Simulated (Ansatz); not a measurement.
Mulliken charges of `CO[SiH]N` radical from PBE/def2-TZVPP in Ansatz (PBE0-D4/def2-TZVP geometry).

| atom | x (Å) | y (Å) | z (Å) | charge (e) |
| --- | --- | --- | --- | --- |
| C1 | 0.367 | -1.412 | 0.650 | -0.132 |
| O2 | -0.418 | -0.333 | 1.117 | -0.306 |
| Si3 | -0.342 | 1.189 | 0.506 | 0.289 |
| N4 | -0.621 | 1.157 | -1.194 | -0.357 |
| H5 | 1.416 | -1.287 | 0.943 | 0.094 |
| H6 | -0.013 | -2.331 | 1.099 | 0.104 |
| H7 | 0.317 | -1.500 | -0.439 | 0.090 |
| H8 | 1.031 | 1.779 | 0.645 | -0.088 |
| H9 | -0.230 | 1.892 | -1.764 | 0.152 |
| H10 | -1.506 | 0.847 | -1.563 | 0.154 |

**Question.** By hand: the dipole of these point charges (1 e Å = 4.8032 D).

**Answer.** Σ q r = (0.005, -0.018, -0.257) e Å, of length 0.258 e Å = 1.24 D.

**Question.** How does the dipole of the full density compare? (Estimate.)

**Answer.** The calculation gave: (0.018, -0.022, -0.413) e Å, 1.99 D; the point charges give 0.62 times that, at 2° from its direction.

Point charges leave out the atoms' own dipoles, such as those of lone pairs, and Mulliken's split depends on the basis, so the two needn't agree.
